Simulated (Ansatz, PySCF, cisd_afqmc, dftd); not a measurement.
Species: AlH, charge 0, singlet. AlH (SMILES [AlH]).
B3LYP-D3(BJ)/def2-TZVP minimum from Ansatz (a quantum-chemistry and plane-wave program):
```xyz
2

Al     0.0000     0.0000    -0.1187
H      0.0000     0.0000     1.5432
```

Wanted: enthalpy of formation at 298 K (by atomisation, with ideal-gas terms from PySCF's Hessian at B3LYP-D3(BJ)/def2-TZVP and the atoms' measured values of the G2/97 table; no spin-orbit terms), in kcal/mol. UHF or UKS for unpaired electrons; spin-orbit terms are left out. Correlated methods leave the cores frozen. Rows without X2C or -DK are non-relativistic. The Monte Carlo rows (phaseless AFQMC, CISD trial, step 0.005/hartree) carry one-sigma bars that omit the constraint's bias. Outlying blocks are dropped, and bars are widened where a walk drifts. Over all cases where full CI ran beside it in this data, AFQMC minus full CI had a median of +0.1 mEh and passed +0.4 mEh in a tenth of the cases. CBS(X,Y): correlation extrapolated as X^-3, Hartree-Fock from the larger set (Q,5: extrapolated as (X+1)exp(-9√X)). A bracket is a step between two methods taken in the basis named. The functionals are non-relativistic, so their misses hold any scalar relativity. Double hybrids freeze cores in their MP2 part. 'core' is core correlation in cc-pwCVTZ (1s frozen past Ne), 'X2C' scalar relativity in cc-pVTZ-DK, both at CCSD(T). Full CI freezes restricted core orbitals, also for open shells; the composite that ends in it estimates full CI at the basis-set limit. Where a partner has so few electrons that a lower coupled-cluster level is exact, that level stands in. The restricted determinant of HAl ([AlH], singlet) is unstable towards broken spin symmetry in at least one set run.

```json
[
 {"level": "HF/cc-pV(Q+d)Z", "program": "Ansatz", "enthalpy of formation at 298 K (kcal/mol)": "79.7", "error against the last row": "20.9"},
 {"level": "r2SCAN-D3(BJ)/def2-TZVPD", "program": "Ansatz + dftd3", "enthalpy of formation at 298 K (kcal/mol)": "62.4", "error against the last row": "3.6"},
 {"level": "r2SCAN-D4/def2-TZVPD", "program": "Ansatz + dftd4", "enthalpy of formation at 298 K (kcal/mol)": "62.5", "error against the last row": "3.7"},
 {"level": "r2SCANh-D4/def2-TZVPD", "program": "Ansatz + dftd4", "enthalpy of formation at 298 K (kcal/mol)": "62.7", "error against the last row": "3.9"},
 {"level": "r2SCANh/def2-TZVPD", "program": "Ansatz", "enthalpy of formation at 298 K (kcal/mol)": "62.8", "error against the last row": "4.0"},
 {"level": "wB97X-V/def2-TZVPD", "program": "Ansatz", "enthalpy of formation at 298 K (kcal/mol)": "58.9", "error against the last row": "0.1"},
 {"level": "B2PLYP-D4/def2-TZVPD", "program": "Ansatz + dftd4", "enthalpy of formation at 298 K (kcal/mol)": "60.5", "error against the last row": "1.7"},
 {"level": "MP2/cc-pV(D+d)Z", "program": "Ansatz", "enthalpy of formation at 298 K (kcal/mol)": "67.0", "error against the last row": "8.2"},
 {"level": "CCSD/cc-pV(5+d)Z", "program": "Ansatz", "enthalpy of formation at 298 K (kcal/mol)": "58.9", "error against the last row": "0.1"},
 {"level": "CCSD(T)/cc-pV(T+d)Z", "program": "Ansatz", "enthalpy of formation at 298 K (kcal/mol)": "59.9", "error against the last row": "1.1"},
 {"level": "CCSD(T)/cc-pV(Q+d)Z", "program": "Ansatz", "enthalpy of formation at 298 K (kcal/mol)": "59.0", "error against the last row": "0.2"},
 {"level": "CCSDT(Q)/cc-pV(Q+d)Z", "program": "Ansatz", "enthalpy of formation at 298 K (kcal/mol)": "59.0", "error against the last row": "0.2"},
 {"level": "AFQMC/CISD/cc-pV(T+d)Z", "program": "cisd_afqmc", "enthalpy of formation at 298 K (kcal/mol)": "60.0 ± 0.1", "error against the last row": "1.2"},
 {"level": "FCI/cc-pV(T+d)Z", "program": "Ansatz", "enthalpy of formation at 298 K (kcal/mol)": "59.9", "error against the last row": "1.1"},
 {"level": "CCSD(T)/CBS(cc-pV(Q+d)Z,cc-pV(5+d)Z) + [CCSDT(Q) - CCSD(T)]/cc-pV(5+d)Z + [CCSDTQ - CCSDT(Q)]/cc-pV(D+d)Z + core + X2C", "program": "Ansatz", "enthalpy of formation at 298 K (kcal/mol)": "58.8", "error against the last row": "0.0"},
 {"level": "CCSD(T)/CBS(cc-pV(Q+d)Z,cc-pV(5+d)Z) + [FCI - CCSD(T)]/cc-pV(5+d)Z + core + X2C", "program": "Ansatz", "enthalpy of formation at 298 K (kcal/mol)": "58.8", "error against the last row": "0.0"}
]
```
